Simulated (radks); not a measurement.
Values are calculated unless marked as measured or tabulated.
Zn V, configuration [Ar] 3d8.

Level of theory: scalar-relativistic Kohn-Sham, PBE, spin-polarised, spherical densities, finite nucleus; open shells are filled with parallel spins first; Fermi nuclear charge, rms radius 3.9283 fm (a radial shooting solver on a logarithmic mesh with Libxc functionals).

Energy parts (hartree):
part                       energy
total                 -1791.25471
kinetic                1819.95026
electron-nucleus      -4253.44436
Hartree                 711.84856
exchange-correlation    -69.60916

Orbitals (lengths in bohr, moments of r in powers of bohr; r(max) is where P^2 peaks):
| orbital | occ. | eigenvalue (hartree) | r(max) |
|---|---|---|---|
| 1s up | 1 | -352.5380 | 0.03291 |
| 1s down | 1 | -352.5380 | 0.03291 |
| 2s up | 1 | -45.09691 | 0.1893 |
| 2s down | 1 | -45.04333 | 0.1892 |
| 2p up | 3 | -39.41774 | 0.1522 |
| 2p down | 3 | -39.37761 | 0.1521 |
| 3s up | 1 | -7.20248 | 0.5853 |
| 3s down | 1 | -7.10454 | 0.5858 |
| 3p up | 3 | -5.50127 | 0.5878 |
| 3p down | 3 | -5.40490 | 0.5886 |
| 3d up | 5 | -2.73850 | 0.5488 |
| 3d down | 3 | -2.64424 | 0.5517 |

The highest occupied level is 3d down at -71.954 eV. The electron density at the nucleus is 2.533e+04 e/bohr^3 (large components only). The spin density at the nucleus is -0.773 e/bohr^3 (1s -0.035, 2s -1.839, 3s 1.101).
